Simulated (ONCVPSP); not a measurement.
# What one change does to a pseudopotential (calcium, ONCV)

| Quantity | Value |
| --- | --- |
| Element | Ca (Z = 20) |
| Generator | ONCVPSP 4.0.1 |
| Type | optimised norm-conserving Vanderbilt (ONCV) |
| Functional | PBE |
| Relativity | scalar-relativistic |
| Frozen core | [Ne] |
| Valence charge | 10 |
| Reference configuration | 3s2 3p6 (charge +2) |
| Partial waves | 3s: rc 1.75 bohr, ncon 4, nbas 8, qcut 6.1 1/bohr, 2 projectors, debl 2.7 Ha; 3p: rc 1.75 bohr, ncon 4, nbas 8, qcut 8.9 1/bohr, 2 projectors, debl 2.7 Ha; d scattering state at 0.28 Ha: rc 1.70 bohr, ncon 4, nbas 7, qcut 5.9 1/bohr, 1 projector |
| Local potential | polynomial inside 1.35 bohr (lpopt 5, dvloc0 0 Ha) |
| Core correction | Teter function, fcfact 3.75, rcfact 1.65 |

In the d channel the program set the typed energies aside and used -0.586 Ha.

All-electron outer shells of the reference configuration (PBE, scalar-relativistic, ld1.x):

```tsv
shell	level (eV)	outermost node (bohr)	outermost maximum (bohr)
3p	-43.06	0.42	1.04
```

Change: s: rc 1.32; local potential polynomial inside 1.32 bohr (lpopt 5, dvloc0 0 Ha).

Cutoffs: the cutoffs (Ha) at which the residual kinetic energy of the hardest occupied pseudo-wave falls to 1 and 0.1 mHa per electron; they do not see the model core or the augmentation charge, which bear on the density cutoff. Errors are all-electron minus pseudo energies relative to the spin-unpolarised reference configuration.

Task: What does the change do?

Result: The potential gets harder (15 Ha and 18 Ha → 29 Ha and 94 Ha); the errors of the 4 common tests hardly move; neither file shows a bound ghost. A smaller radius makes the pseudo-wave follow the all-electron one further in, where it bends more sharply, so more plane waves are needed.

```csv
quantity,base,changed
"cutoff, loose",15 Ha,29 Ha
"cutoff, tight",18 Ha,94 Ha
loose cutoff by channel,"s 14 Ha, p 15 Ha","s 29 Ha, p 15 Ha"
bound ghosts,none,none
GHOST(+) flags under 300 eV,none,none
"error for 3s2 3p6 4s2, meV [ΔE -18.13 eV]",0.0,+0.3
"error for 3s2 3p6 4s1, meV [ΔE -11.82 eV]",+0.3,+0.3
"error for 3s2 3p6 4s1.5, meV [ΔE -15.63 eV]",+0.2,+0.3
"error for 3s2 3p6 4p2, meV [ΔE -13.18 eV]",+0.7,+0.7
p: phases at 1.77 bohr within 0.05 rad from the reference energy up to (Ha; the scan ends near 5),to the end of the scan,to the end of the scan
d: phases at 1.73 bohr within 0.05 rad from the reference energy up to (Ha; the scan ends near 5),1.0,1.0
"rms error of d²Exc/dni dnj with the model core, mHa",3.93,3.15
```

Base: The cutoffs count occupied waves only; projector 1 of the d channel, the hardest unoccupied one, needs 50 Ha at the loose tolerance.
